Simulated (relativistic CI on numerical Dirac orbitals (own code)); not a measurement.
**Electric-dipole transitions in Sb⁵⁺**

Method of calculation: Dirac-Coulomb-Breit CI, KLI orbitals optimised for each configuration, model QED, valence Slater integrals scaled by 0.85, P86 correlation energy added to each configuration (own radial code, finite nucleus).

Configurations in the expansion (outside the closed core [Ar] 3d10 4s2): 4p6 4d10, 4p6 4d9 5s, 4p6 4d9 4f, 4p6 4d9 5p, 4p6 4d9 5d, 4p6 4d9 6s, 4p6 4d9 6p, 4p6 4d9 6d, 4p6 4d9 5f, 4p6 4d9 5g, 4p6 4d9 6f, 4p5 4d10 4f. Double excitations out of closed p, d and f shells are left out; levels of such configurations are missing from the list, as are those of other unlisted configurations, and high levels can miss mixing partners.

| λ vac (nm) | Lower | Upper | A (s⁻¹) | gf | Branching (%) |
| --- | --- | --- | --- | --- | --- |
| 13.651 | 4p6 4d10 1S_0 [1] | 4p6 4d9 6f 1P°_1 [149] | 9.77e+11 | 8.19e+00 | 99.6 |
| 15.381 | 4p6 4d10 1S_0 [1] | 4p6 4d9 5f 1P°_1 [121] | 1.87e+11 | 1.99e+00 | 98.6 |
| 18.305 | 4p6 4d10 1S_0 [1] | 4p6 4d9 4f 1P°_1 [59] | 1.69e+11 | 2.55e+00 | 99.5 |
| 27.967 | 4p6 4d10 1S_0 [1] | 4p6 4d9 5p 1P°_1 [14] | 2.66e+10 | 9.34e-01 | 92.1 |
| 68.315 | 4p6 4d9 4f 3H°_6 [38] | 4p6 4d9 5g 3I_7 [111] | 6.76e+09 | 7.09e+00 | 90.8 |
| 69.407 | 4p6 4d9 4f 3H°_5 [39] | 4p6 4d9 5g 1I_6 [112] | 6.00e+09 | 5.64e+00 | 80.0 |
| 70.829 | 4p6 4d9 5p 3P°_2 [6] | 4p6 4d9 5d 3D_3 [23] | 2.82e+09 | 1.48e+00 | 32.1 |
| 70.848 | 4p6 4d9 4f 3G°_5 [49] | 4p6 4d9 5g 3I_6 [125] | 5.53e+09 | 5.41e+00 | 73.8 |
| 71.735 | 4p6 4d9 5p 3P°_2 [6] | 4p6 4d9 5d 3P_2 [21] | 6.23e+09 | 2.40e+00 | 69.2 |
| 72.529 | 4p6 4d9 4f 3G°_5 [44] | 4p6 4d9 5g 3H_6 [118] | 5.03e+09 | 5.16e+00 | 66.6 |
| 72.650 | 4p6 4d9 5p 3F°_2 [10] | 4p6 4d9 5d 3G_3 [29] | 5.25e+09 | 2.91e+00 | 58.2 |
| 73.018 | 4p6 4d9 4f 3G°_4 [55] | 4p6 4d9 5g 3H_5 [128] | 6.27e+09 | 5.51e+00 | 83.4 |
| 73.856 | 4p6 4d9 5p 3F°_3 [7] | 4p6 4d9 5d 3G_4 [19] | 8.07e+09 | 5.94e+00 | 89.9 |
| 74.721 | 4p6 4d9 5p 3P°_2 [6] | 4p6 4d9 5d 3S_1 [18] | 7.08e+09 | 1.78e+00 | 82.2 |
| 75.600 | 4p6 4d9 5p 3F°_4 [9] | 4p6 4d9 5d 3F_4 [26] | 2.55e+09 | 1.97e+00 | 31.6 |
| 75.637 | 4p6 4d9 5p 1D°_2 [11] | 4p6 4d9 5d 3G_3 [29] | 2.80e+09 | 1.68e+00 | 31.1 |
| 75.983 | 4p6 4d9 5d 3G_4 [19] | 4p6 4d9 5f 3H°_5 [77] | 5.75e+09 | 5.47e+00 | 95.5 |
| 76.143 | 4p6 4d9 5d 3G_3 [29] | 4p6 4d9 5f 3H°_4 [96] | 5.71e+09 | 4.47e+00 | 95.7 |
| 76.601 | 4p6 4d9 5d 1F_3 [24] | 4p6 4d9 5f 1G°_4 [89] | 3.47e+09 | 2.75e+00 | 60.5 |
| 76.710 | 4p6 4d9 5d 3G_4 [32] | 4p6 4d9 5f 1H°_5 [99] | 5.84e+09 | 5.66e+00 | 99.3 |
| 76.900 | 4p6 4d9 5d 3F_4 [26] | 4p6 4d9 5f 3G°_5 [90] | 4.77e+09 | 4.65e+00 | 84.5 |
| 76.938 | 4p6 4d9 5d 3F_3 [36] | 4p6 4d9 5f 3G°_4 [106] | 4.86e+09 | 3.88e+00 | 86.3 |
| 76.991 | 4p6 4d9 5d 3G_5 [20] | 4p6 4d9 5f 3H°_6 [76] | 6.10e+09 | 7.05e+00 | 100.0 |
| 78.067 | 4p6 4d9 5p 3F°_4 [9] | 4p6 4d9 5d 3G_5 [20] | 8.14e+09 | 8.18e+00 | 100.0 |
| 78.599 | 4p6 4d9 5p 3F°_3 [15] | 4p6 4d9 5d 3G_4 [32] | 7.92e+09 | 6.60e+00 | 98.4 |
| 79.157 | 4p6 4d9 5p 1D°_2 [11] | 4p6 4d9 5d 1D_2 [25] | 3.52e+09 | 1.65e+00 | 42.7 |
| 79.216 | 4p6 4d9 5p 3D°_2 [17] | 4p6 4d9 5d 3F_3 [36] | 5.75e+09 | 3.79e+00 | 71.1 |
| 79.426 | 4p6 4d9 5p 1D°_2 [11] | 4p6 4d9 5d 1F_3 [24] | 3.08e+09 | 2.04e+00 | 37.1 |
| 79.530 | 4p6 4d9 5p 3D°_3 [13] | 4p6 4d9 5d 3F_4 [26] | 5.50e+09 | 4.69e+00 | 68.0 |
| 80.987 | 4p6 4d9 5p 3D°_3 [13] | 4p6 4d9 5d 3D_3 [23] | 2.60e+09 | 1.79e+00 | 29.7 |
| 95.165 | 4p6 4d9 5s 3D_3 [2] | 4p6 4d9 5p 3D°_3 [13] | 1.87e+09 | 1.77e+00 | 68.4 |
| 98.537 | 4p6 4d9 5s 1D_2 [5] | 4p6 4d9 5p 3D°_2 [17] | 1.63e+09 | 1.19e+00 | 59.9 |
| 98.774 | 4p6 4d9 5s 3D_2 [3] | 4p6 4d9 5p 1D°_2 [11] | 1.66e+09 | 1.21e+00 | 69.4 |
| 101.48 | 4p6 4d9 5s 3D_3 [2] | 4p6 4d9 5p 3F°_4 [9] | 2.46e+09 | 3.42e+00 | 100.0 |
| 102.51 | 4p6 4d9 5s 1D_2 [5] | 4p6 4d9 5p 3F°_3 [15] | 2.12e+09 | 2.33e+00 | 85.6 |
| 113.85 | 4p6 4d9 5s 3D_2 [3] | 4p6 4d9 5p 3F°_3 [7] | 1.18e+09 | 1.61e+00 | 66.7 |
| 114.45 | 4p6 4d9 5s 3D_3 [2] | 4p6 4d9 5p 3P°_2 [6] | 1.69e+09 | 1.66e+00 | 98.2 |
| 130.45 | 4p6 4d9 5d 3G_5 [20] | 4p6 4d9 6p 3F°_4 [62] | 1.32e+09 | 3.02e+00 | 55.4 |
| 153.63 | 4p6 4d9 6d 3G_5 [79] | 4p6 4d9 6f 3H°_6 [133] | 1.99e+09 | 9.14e+00 | 37.7 |
| 173.80 | 4p6 4d9 6p 3F°_3 [61] | 4p6 4d9 6d 3G_4 [78] | 1.79e+09 | 7.28e+00 | 59.5 |
| 182.95 | 4p6 4d9 6p 3F°_4 [62] | 4p6 4d9 6d 3G_5 [79] | 1.85e+09 | 1.02e+01 | 68.1 |
| 183.37 | 4p6 4d9 6p 3F°_3 [69] | 4p6 4d9 6d 3G_4 [100] | 1.82e+09 | 8.25e+00 | 68.6 |
| 275.94 | 4p6 4d9 5f 3H°_6 [76] | 4p6 4d9 5g 3I_7 [111] | 6.84e+08 | 1.17e+01 | 9.2 |
| 284.04 | 4p6 4d9 5f 3H°_5 [77] | 4p6 4d9 5g 1I_6 [112] | 5.91e+08 | 9.30e+00 | 7.9 |
| 288.55 | 4p6 4d9 5f 1H°_5 [99] | 4p6 4d9 5g 3I_6 [125] | 5.80e+08 | 9.41e+00 | 7.7 |

Terms are leading LS components. Brackets give the number of a level in order of energy, since labels repeat. The list gives strong lines, with weight on those to low levels, without lines whose two gauges differ by over a factor of 2.5, among the lowest 149 of 161 levels, so that lines to higher ones, which can be the strongest, are missing. Levels whose partners in the same complex of configurations lie outside the list can be far off, and so can their lines. Rates are taken at the computed energies, electric ones in the length gauge.

At this charge configurations can still be misplaced by up to about 7 % of their energy. Levels and lines within the n = 5 or 6 shells can be off by up to 10 % or somewhat more, and those that change n by about 2 %, since core polarisation is missing. 2 of the 2 excited levels that our extract of the measured tables holds in this range could be paired (the sources list more); they are missed by 7570 cm⁻¹ on average and 7611 at most, and levels without a partner can miss by more.

Q: From the table, what is the radiative lifetime of 4p6 4d9 5g 3I_7?

A: The listed rates from this level add up to about 7.44e+09 s⁻¹, 100 % of its decay; with all channels τ = 1.34e-10 s.

LS names give the leading component of a level, which can be under half, so a name can repeat, a term be missing and a line seem to break the LS rules.
